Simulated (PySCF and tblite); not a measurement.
Results of a calculation; reference values are marked as such.
Dynamics report: rotation

System: C₅H₁₃NSi, numbered as in [CH3:1][Si:2]([CH3:3])([CH3:4])[N:5]1[CH2:6][CH2:7]1.

Motion: rotation about the Si2–N5 bond (torsion C1–Si2–N5–C6 from 42° to -78°, falling). The path came from a restrained scan, a climbing-image band and a saddle search at GFN2-xTB; energies are PBE0/pcSseg-1 + D3(BJ)//GFN2-xTB, thermal terms GFN2-xTB. Rate constants are transition-state-theory values, counting equivalent paths, without tunnelling. Run with tblite and PySCF.

```
 point  symmetry  E(GFN2) kcal/mol  E(DFT) kcal/mol  ZPE change kcal/mol  lowest mode cm⁻¹  dipole D
 start        Cs               0.0              0.0                 0.00                45      0.96
saddle        Cs               1.1              1.8                -0.02               53i      1.05
   end        Cs               0.0              0.0                 0.00                45      0.96
```

```json
{
 "Electronic barrier": "1.8 kcal/mol",
 "Barrier with zero-point energy": "1.8 kcal/mol",
 "ΔH‡ (298 K)": "1.2 kcal/mol",
 "ΔS‡ (298 K, symmetry apart)": "-4.3 cal/(mol K)",
 "Paths": "2 equivalent paths",
 "End point": "the same structure with atoms interchanged, or its mirror image",
 "Mean lifetime of the start against this motion at 298 K": "4.9 ps",
 "Cost": "34 s on 1 thread of AMD EPYC 9R45 96-Core (shared host) (rough), peak memory 0.92 GiB, launched as `OMP_NUM_THREADS=1 python ens_run.py task.json out`"
}
```

```
T/K  ΔG‡ kcal/mol     k s⁻¹
150           2.1   6.3×10⁹
200           2.2  3.5×10¹⁰
250           2.3    1×10¹¹
298           2.4    2×10¹¹
350           2.6  3.6×10¹¹
400           2.7  5.5×10¹¹
500           3.0    1×10¹²
```

ΔG and ΔG‡ leave out symmetry numbers and mirror images; rates count paths: 2 out.

The barrier is low, and the GFN2-xTB saddle may lie off the DFT one, so take it as rough.
